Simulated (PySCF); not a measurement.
An equivalent PySCF input for F⁺ (fluorine, charge +1), [He] 2s2 2p4, high-spin 3P determinant, with the spin-free X2C one-electron Hamiltonian (Gaussian nucleus):

```python
from pyscf import gto, scf, dft, mp, cc
import basis_set_exchange as bse
mol = gto.M(atom="F 0 0 0", charge=1, spin=2, symmetry="D2h",
            basis=gto.basis.parse(bse.get_basis("aug-cc-pVDZ-DK", elements=["F"], fmt="nwchem", header=False)),
            nucmod="G")
mf = dft.UKS(mol, xc="MN15").sfx2c1e()
mf.irrep_nelec = {'Ag': (2, 2), 'B1u': (1, 0), 'B2u': (1, 1), 'B3u': (1, 0)}
mf.kernel()
```

It reaches the same state as the run whose output follows, with an energy that differs only through the grid. The run itself started from symmetry-adapted Hartree-Fock orbitals and held the occupation by maximum overlap, on a logarithmic radial grid, so the iterations belong to that start.

```
SCF conv_tol = 1e-09
number electrons alpha = 5  beta = 3
XC functionals = MN15
    H. S. Yu, X. He, S. L. Li, and D. G. Truhlar.,  Chem. Sci. 7, 5032-5051 (2016)
    H. S. Yu, X. He, S. L. Li, and D. G. Truhlar.,  Chem. Sci. 7, 5032-5051 (2016)
cycle= 1 E= -99.1205586310472  delta_E= -0.00556  |g|= 0.0106  |ddm|= 0.239
cycle= 2 E= -99.1206105587991  delta_E= -5.19e-05  |g|= 0.00291  |ddm|= 0.0232
cycle= 3 E= -99.1206132155584  delta_E= -2.66e-06  |g|= 0.00104  |ddm|= 0.00635
cycle= 4 E= -99.1206135891549  delta_E= -3.74e-07  |g|= 3.53e-05  |ddm|= 0.00167
cycle= 5 E= -99.1206135902084  delta_E= -1.05e-09  |g|= 9.97e-07  |ddm|= 8.5e-05
cycle= 6 E= -99.120613590209  delta_E= -6.25e-13  |g|= 7.5e-08  |ddm|= 1.96e-06
converged SCF energy = -99.120613590209  <S^2> = 2.0007456  2S+1 = 3.0004971
```
